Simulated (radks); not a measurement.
Results of a calculation; reference values are marked as such.
Fractional charge and spin in the 3p shell of manganese: the spin-up occupation runs from 2 to 3 and the spin-down occupation from 2 to 3; the fullest corner is Mn3+, [Ne] 3s2 3d(up 2, down 2) 3p(up 3, down 3). Code: a radial shooting solver on a logarithmic mesh with Libxc functionals. Model: non-relativistic Kohn-Sham, PBE, spin-polarised, spherical densities, point nucleus. Energy (eV) above the fullest corner. The planes named below are the two flat planes that join the four corners, with an edge along up + down = one added electron.

\begin{tabular}{lrrrrr}
down \ up & 2 & 2.25 & 2.5 & 2.75 & 3 \\ \hline
2 & 222.760 & 190.008 & 158.645 & 128.654 & 100.015 \\
2.25 & 190.008 & 158.745 & 128.850 & 100.305 & 73.088 \\
2.5 & 158.645 & 128.850 & 100.401 & 73.277 & 47.458 \\
2.75 & 128.654 & 100.305 & 73.277 & 47.551 & 23.104 \\
3 & 100.015 & 73.088 & 47.458 & 23.104 & 0.000 \\
\end{tabular}

Corners above the fullest one (they belong to Mn4+ and the next ion): (up 3, down 2) 100.01 eV, (up 2, down 3) 100.01 eV, (up 2, down 2) 222.76 eV. With half an added electron in each spin the energy lies 0.386 eV from the planes, and with half an added electron in spin up alone -2.743 eV. The planes are only a guide here: the flat-plane condition holds for ground states with one frontier orbital, while this shell lies below other occupied shells, so the corners above the fullest one are inner-hole states and not the ground states of those ions.
